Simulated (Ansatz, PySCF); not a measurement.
Molecule: iodine monochloride, ICl (charge 0, singlet). 
Structure (B3LYP-D3(BJ)/def2-TZVP (Ansatz, a program for electronic structure) minimum search):
SMILES: ClI
```xyz
2

Cl     0.0000     0.0000    -1.7753
I      0.0000     0.0000     0.5694
```
Charge 0, spin multiplicity 1.

Dipole moments at this geometry, in debye (magnitudes).

| level | program | dipole (D) |
|---|---|---|
| HF/def2-TZVPD | PySCF | 1.37 |
| SVWN5/def2-TZVPD | Ansatz | 1.11 |
| PBE/def2-TZVPD | Ansatz | 1.12 |
| BLYP/def2-TZVPD | Ansatz | 1.13 |
| revPBE/def2-TZVPD | Ansatz | 1.11 |
| TPSS/def2-TZVPD | PySCF | 1.12 |
| M06-L/def2-TZVPD | PySCF | 1.35 |
| BHLYP/def2-TZVPD | Ansatz | 1.28 |
| r2SCANh/def2-TZVPD | Ansatz | 1.16 |
| PW6B95/def2-TZVPD | PySCF | 1.23 |
| M06-2X/def2-TZVPD | PySCF | 1.29 |
| HSE06/def2-TZVPD | Ansatz | 1.18 |
| CAM-B3LYP/def2-TZVPD | Ansatz | 1.28 |
| CCSD(T)/def2-SVPD | Ansatz | 1.23 |
